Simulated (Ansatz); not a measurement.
`CSB(F)[SiH3]` + `CNC[SeH]` → `CNB(F)[SiH3]` + `CSC[SeH]`  (redistribution)

Program: Ansatz. Geometries: PBE0-D4/def2-TZVP. ΔE: electronic, gas phase. CCSD(T)/CBS is the MP2 limit (def2-TZVPP, def2-QZVPP) plus CCSD(T) − MP2 in def2-TZVPP, frozen cores. DFT in def2-TZVPP. B3LYP here is the variant with VWN-RPA as its local correlation; programs differ in this. For Se outer-core shells are correlated without core-valence functions, which leaves a few kJ/mol of doubt a bond. Scalar relativity is left out up to krypton. Each species was taken in one conformer, which may not be the lowest.

`CSB(F)[SiH3]`:

Cartesian coordinates in Å:
```
C 1.146 -1.023 0.944
S -0.568 -1.004 1.523
B -1.379 0.094 0.366
F -2.680 0.290 0.570
Si -0.445 1.019 -1.185
H 1.597 -0.036 1.031
H 1.207 -1.375 -0.085
H 1.685 -1.717 1.587
H 0.130 0.009 -2.118
H -1.381 1.890 -1.943
H 0.688 1.851 -0.689
```

`CNC[SeH]`:

```xyz
11

C     0.925    0.458   -1.235
N     0.422   -0.521   -0.294
C    -0.694   -0.046    0.469
Se   -1.371   -1.530    1.561
H     1.794    0.050   -1.754
H     1.214    1.416   -0.774
H     0.159    0.668   -1.986
H     1.154   -0.841    0.327
H    -1.484    0.267   -0.215
H    -0.477    0.789    1.151
H    -1.641   -0.710    2.749
```

`CNB(F)[SiH3]`:

Cartesian coordinates in Å:
```
C -1.550 0.661 -0.484
N -1.057 -0.072 0.658
B 0.229 -0.537 0.902
F 0.422 -1.200 2.062
Si 1.852 -0.323 -0.302
H -0.739 0.820 -1.193
H -2.346 0.113 -0.997
H -1.943 1.639 -0.192
H -1.753 -0.264 1.365
H 1.575 0.432 -1.557
H 2.376 -1.663 -0.689
H 2.935 0.393 0.427
```

`CSC[SeH]`:

Cartesian coordinates in Å:
```
C -0.134 1.230 -1.005
S 0.172 1.020 0.749
C -0.363 -0.670 0.968
Se 0.663 -2.059 0.032
H -1.200 1.175 -1.231
H 0.236 2.219 -1.276
H 0.410 0.475 -1.575
H -0.330 -0.873 2.037
H -1.390 -0.807 0.624
H 1.935 -1.711 0.677
```

Question: Is it downhill or uphill in electronic energy at CCSD(T)/CBS, and by how much? (Estimate.)

Answer: Computed: Downhill: ΔE = -0.85 eV.

Question: What do these levels give: r2SCAN-D4, PBE0-D4, ωB97X-V, B2PLYP, PBE, r2SCAN, B3LYP, CCSD/def2-TZVPP, HF/def2-QZVPP, MP2/def2-QZVPP, SCS-MP2/def2-QZVPP, MP2/CBS(def2)? (Best estimate.)

Answer: Ansatz gave: r2SCAN-D4 -0.81, PBE0-D4 -0.82, ωB97X-V -0.82, B2PLYP -0.85, PBE -0.80, r2SCAN -0.81, B3LYP -0.85, CCSD/def2-TZVPP -0.83, HF/def2-QZVPP -0.85, MP2/def2-QZVPP -0.87, SCS-MP2/def2-QZVPP -0.87, MP2/CBS(def2) -0.89 eV.

Largest T1 diagnostic among the species: 0.014.
